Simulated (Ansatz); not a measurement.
# SiF4 ··· GeF4

The pair of SiF4 (SMILES F[Si](F)(F)F, atoms 1–5) and GeF4 (SMILES F[Ge](F)(F)F, atoms 6–10), both closed shells, in one local arrangement (a lower one may exist), relaxed at PBE0-D4/def2-TZVP:

```xyz
10
angstrom
F 0.3361 -1.5570 -1.9715
Si 0.2065 -0.0046 -2.0522
F 0.9246 0.5099 -3.3397
F 0.8930 0.6435 -0.8003
F -1.2962 0.4121 -2.0947
F -0.9944 -0.8120 0.7879
Ge -0.2045 0.0057 2.0472
F -0.9186 -0.4466 3.5126
F 1.4295 -0.4253 2.0714
F -0.3762 1.6742 1.8393
```

Computed with Ansatz 0.2.0 (basis: def2-TZVPPD, with def2-QZVPPD for the basis limit); correlated methods freeze the cores. Filled d shells of the heavier atoms are correlated. The def2 sets are not built for correlating such inner shells, so the correlated values are less sure here. B3LYP uses VWN-RPA correlation. Extrapolation: Hartree–Fock as exp(−7.88 √X), correlation as X^−2.97. Interaction energies count from these two fragments, frozen as in the pair, with the counterpoise correction; negative means bound.

Task: What is the interaction energy by CCSD(T) at an estimated basis limit (MP2 extrapolated from triple and quadruple zeta, plus CCSD(T) − MP2 in triple zeta)? (Judge from chemistry; the value comes from the calculation.)

Result: By the calculation: -2.28 kcal/mol. Hartree–Fock alone gives -0.38 kcal/mol at the basis limit. It counts from the two fragments frozen as in the pair.

The same quantity by other methods in triple zeta, and each one's difference from that estimate:
| method | E_int (kcal/mol) | difference |
| --- | --- | --- |
| PBE-D4 | -2.59 | -0.32 |
| revPBE-D4 | -2.71 | -0.43 |
| BLYP-D4 | -3.04 | -0.76 |
| r2SCAN-D4 | -3.09 | -0.81 |
| B97M-V | -2.71 | -0.44 |
| PBE0-D4 | -2.69 | -0.41 |
| B3LYP-D4 | -3.25 | -0.97 |
| HSE06-D4 | -2.64 | -0.36 |
| wB97X-V | -2.67 | -0.39 |
| wB97M-V | -2.64 | -0.37 |
| B2PLYP | -0.92 | 1.36 |
| HF | -0.34 | 1.93 |
| MP2 | -1.52 | 0.75 |
| CCSD | -1.67 | 0.61 |
| CCSD(T) | -1.92 | 0.36 |
Differences are method less estimate.

Task: Which atoms make the shortest contact between the fragments?

Result: F4 and F6, 2.86 Å apart.

Basis-set superposition shift (counterpoise-corrected less uncorrected): CCSD(T) 1.40; MP2 1.34; HF 0.23; PBE0-D4 0.25; wB97M-V 0.22 kcal/mol.

T1 diagnostic: at most 0.013.

For scale, one of the runs: CCSD(T)/def2-TZVPPD, 422 basis functions, launched by `ansatz run in.yaml --threads 4 --pin off --events-out ev --progress --plain --max-ram 66560MiB --backend cuda --devices 0, --max-vram 37GiB`. Time: 54 s of wall clock on 4 CPU threads and a share of one NVIDIA H100; the host was shared. Peak host memory: 1 GiB.
